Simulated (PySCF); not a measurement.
## Two-component Hartree-Fock for Ir⁵⁰⁺ (iridium, charge +50)

Start: [Ar] 3d9; 3d3/2 filled at m_j = -3/2, -1/2, +1/2, +3/2; 3d5/2 filled at m_j = -3/2, -1/2, +1/2, +3/2, +5/2. Calculated with PySCF 2.14 in an even-tempered Gaussian basis (15 s from 13 bohr⁻², ratio 2.8; 13 p from 17 bohr⁻², ratio 2.8; 8 d from 17 bohr⁻², ratio 2.8; 3 f from 63 bohr⁻², ratio 3): generalised Hartree-Fock with the X2C-1e Hamiltonian and a Gaussian nucleus; one run each with spin-orbit coupling (SO) switched off, then screened by Boettger's factors.

| spinor shell | electrons | ε, spin-free (eV) | ε, screened SO (eV) | weight of nominal j (screened SO) | rms radius, screened SO (bohr) |
| --- | --- | --- | --- | --- | --- |
| 1s1/2 | 2 | -79350.2 | -79323.8 | 1.000 | 0.0197 |
| 2s1/2 | 2 | -16282.0 | -16273.6 | 1.000 | 0.0794 |
| 2p1/2 | 2 | -14522.7 | -15700.3 | 1.000 | 0.0673 |
| 3s1/2 | 2 | -5792.8 | -5790.4 | 1.000 | 0.199 |
| 3p1/2 | 2 | -5263.4 | -5543.5 | 1.000 | 0.190 |
| 3p3/2 | 4 | -5263.4 | -5149.8 | 1.000 | 0.205 |
| 3d3/2 | 4 | -4714.8 | -4765.1 | 0.998 | 0.177 |
| 3d5/2 | 5 | -4714.8 | -4679.5 | 0.998 | 0.181 |

Problem. Where does 2p3/2 lie, and what is the 2p spin-orbit splitting (screened SO)?

Solution. At -14053.7 eV, 1646.6 eV above 2p1/2.

```tsv
quantity	spin-free	screened SO
E (hartree)	-15882.73850	-15907.82459
M_J	5/2	5/2
⟨J²⟩	8.750	8.750
⟨L²⟩	6.000	6.073
⟨S²⟩	0.750	0.823
```

Each row is a mean over spinors that exchange with the open shell spreads, by up to 28.281 eV (3p3/2).

Breit and QED terms are absent; they matter most for the inner s and p1/2 levels.

Densities and radii are taken from the X2C orbitals without a picture-change correction, which distorts them close to the nucleus.

Without spin-orbit coupling the j labels of p, d and f shells carry no meaning; the spin-free column gives the mean over the occupied spinors of each nl shell.
